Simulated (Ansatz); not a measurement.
Input file for Ansatz (an electronic-structure program): U-CCSD(T)/def2-SVP on AlFHI (SMILES [F][AlH][I]), a point of a bond scan (R = 4.210 Å). Elements past Kr take the def2 small-core potentials; no spin–orbit coupling. The run froze 15 orbitals, filled d shells among them.

Ansatz 0.2 input:
```yaml
crystal:
  periodic: [false, false, false]
  atoms:
    - {symbol: Al, position_ang: [-0.15957705, -0.93431310, -1.31851792]}
    - {symbol: F, position_ang: [-1.73146193, -1.33495906, -1.60854745]}
    - {symbol: H, position_ang: [2.83173616, -2.35601846, -3.91720644]}
    - {symbol: I, position_ang: [0.31527061, 0.48342589, 0.63959727]}
basis:
  gaussian:
    orbitals: def2-SVP
correlation: {method: ccsd_t, electrons: outside_noble_gas}
scf: {omitted_lower_state_checks: [cluster_reference]}
magnetization: {spin_polarized: true, initial_magnetization: 0}
```

The head of its log:

```
WARN ansatz: RAYON_NUM_THREADS=1 ignored (pool sized by the plan → 1); use --threads N
Functional definition: HF
these checks for a lower state are left out or cut short: cluster_reference
integrals: 0.06 GiB planned
673 factors; integrals over basis functions are off by at most 5.9e-4 eV
mean field: 0.25 GiB planned
mean field evaluation 1: about -17366.2864 eV, gradient 2.2e1 eV
mean field evaluation 2: about -17366.3145 eV, gradient 2.2e1 eV
mean field evaluation 4: about -17369.7275 eV, gradient 3.9e0 eV
mean field evaluation 8: about -17369.9531 eV, gradient 2.2e-1 eV
mean field evaluation 16: about -17370.5438 eV, gradient 3.7e0 eV
mean field evaluation 32: about -17373.3673 eV, gradient 2.8e-1 eV
mean field evaluation 64: about -17373.3681 eV, gradient 2.0e-1 eV
mean field evaluation 96: about -17369.9544 eV, gradient 6.3e-6 eV
mean field -17373.36925063 eV, -638.4595438680 hartree, gradient 7.7e-6 eV, S^2 0.998576; 6 other end points of the search recorded, 0 dependent functions left out
15 core orbitals not correlated
reference -17373.36925063 eV, -638.4595438680 hartree; 9, 9 occupied and 39, 39 virtual orbitals, 673 factors
```

### Question
Predict the final total energy.

### Answer
-638.8020 hartree (reference determinant -638.4595, T1 diagnostic 0.016). Its determinant has ⟨S²⟩ = 1.00, a mixture of spin states.
